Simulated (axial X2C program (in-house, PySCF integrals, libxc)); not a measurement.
# ReI⁺: the levels of the configuration d5 s0 p(π)0

Computed with an in-house all-electron X2C program for linear molecules (integrals from PySCF): two-component X2C with atomic mean-field Coulomb and Gaunt terms, basis Re dyall-v3z, I dyall-v3z (cores contracted in-house). Orbitals come from Hartree–Fock averaged over the configuration Re d5 s0 p(π)0; CI then distributes these electrons over the d, s, p(π) shells of Re.

R = 2.552 Å (near the minimum of the configuration average).

Active spinors (ω > 0):

```
shell    ω  ε (eV)                   character
    d  3/2  -11.42                    98% Re d
    d  1/2  -11.19  79% Re d, 12% Re s, 7% I p
    d  5/2  -10.71                   100% Re d
    d  1/2  -10.57  80% Re d, 14% Re s, 4% I p
    d  3/2  -10.44            89% Re d, 7% I p
    s  1/2   -1.37   85% Re s, 6% Re p, 3% I d
 p(π)  1/2   -3.42    89% Re p, 4% I d, 3% I p
 p(π)  3/2   -3.17    89% Re p, 3% I p, 3% I d
```

Lowest levels of this model:

```csv
Ω,energy (cm⁻¹),g∥,configuration
1/2,0,1.98,100% d5
3/2,57,5.95,100% d5
5/2,125,9.91,100% d5
1/2,16260,0.22,100% d5
5/2,16422,6.58,100% d5
3/2,16852,2.65,100% d5
1/2,17690,1.61,100% d5
3/2,17915,5.58,100% d5
7/2,17957,9.73,100% d5
5/2,18310,7.31,100% d5
1/2,18387,3.16,100% d5
3/2,18494,3.80,100% d5
5/2,20228,5.99,100% d5
7/2,20251,9.01,100% d5
9/2,20767,11.85,100% d5
7/2,21674,8.93,100% d5
9/2,23092,9.95,100% d5
7/2,23167,6.28,100% d5
11/2,23307,13.77,100% d5
```

g∥ is the magnitude of 2⟨Lz + ge Sz⟩ for the +Ω component.

From Ω and g∥ of the lowest level, whose 2⟨Lz + ge Sz⟩ is positive, find ⟨Sz⟩ and ⟨Lz⟩ (ge = 2.0023).

Ω = ⟨Lz⟩ + ⟨Sz⟩ = 1/2 and ⟨Lz⟩ + ge⟨Sz⟩ = 0.990, so ⟨Sz⟩ = 0.49 and ⟨Lz⟩ = 0.01.

Occupations of the active spinors in the lowest level by ω, shell by shell in order of energy: -5/2: 0.29; -3/2: 0.69 0.34 0.00; -1/2: 0.60 0.47 0.00 0.00; 1/2: 0.58 0.51 0.00 0.00; 3/2: 0.54 0.50 0.00; 5/2: 0.48. The leading determinant has weight 0.12 among 649.

This point took 3.8 s on 1 thread of Arm Neoverse V2, on a shared host.

Dynamic correlation is missing, so gaps between terms are too wide and other configurations may lie lower; the lowest level listed is that of this model, not necessarily the ground state. For d shells the ligand-field splittings (σ, π, δ) and their order can be off by a thousand cm⁻¹ or more. At most 4 roots were kept for each Ω > 0 (twice that for Ω = 0) within 3.2 eV of the lowest, so higher up levels can be missing between those listed; levels with Ω > 0 are doubly degenerate and listed once, Ω = 0 levels singly. Some active spinors are only partly of the character that their shell is named for, so the shell names and counts are nominal. States that fill the shells left empty in the average are placed too high.
